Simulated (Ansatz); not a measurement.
`[NH2][Ga]([NH2])[OH]`, 9 atoms. Total charge 0; spin multiplicity 1. Correlated methods include outer-core shells of Ga, which these sets cover unevenly. Scalar relativity is left out up to krypton. All runs use 4 threads of an Arm Neoverse V2 on a shared host. Correlated methods freeze the cores.

Task: Give the basis size and wall time and peak host memory of each of these runs in Ansatz. RKS PBE0-D4/def2-SVP energy; RKS revPBE-D4/def2-TZVPP energy; RKS PBE0-D4/def2-TZVP frequencies; RKS PBE0-D4/def2-TZVPP energy; RKS PBE0-D4/def2-TZVP relaxation (8 steps); RKS PBE0-D4/def2-QZVPP energy; RKS BHLYP-D4/def2-TZVPP energy; RHF-MP2/def2-QZVPP energy; direct RPA on PBE orbitals/def2-TZVPP energy; RKS ωB97M-V/def2-QZVPP energy; RHF-CCSD(T)/def2-TZVPP energy; RKS B97M-V/def2-TZVPP energy. (Estimate.)

Result: Ansatz gave: Other jobs shared the machine, so times are rough.

```
                                level                   job  functions  wall time  peak host memory (GiB)
                 RKS PBE0-D4/def2-SVP                energy         99      0.9 s                    0.19
             RKS revPBE-D4/def2-TZVPP                energy        211      1.4 s                    0.24
               RKS PBE0-D4/def2-TZVPP                energy        211      1.9 s                    0.46
              RKS BHLYP-D4/def2-TZVPP                energy        211      2.1 s                    0.48
direct RPA on PBE orbitals/def2-TZVPP                energy        211      4.3 s                    0.46
               RKS PBE0-D4/def2-QZVPP                energy        410      5.5 s                     1.3
                RKS B97M-V/def2-TZVPP                energy        211        6 s                    0.31
               RKS ωB97M-V/def2-QZVPP                energy        410       13 s                     1.5
                   RHF-MP2/def2-QZVPP                energy        410       14 s                     1.9
                RKS PBE0-D4/def2-TZVP  relaxation (8 steps)        171       18 s                     0.4
                RKS PBE0-D4/def2-TZVP           frequencies        171       79 s                    0.39
               RHF-CCSD(T)/def2-TZVPP                energy        211       84 s                     3.1
```
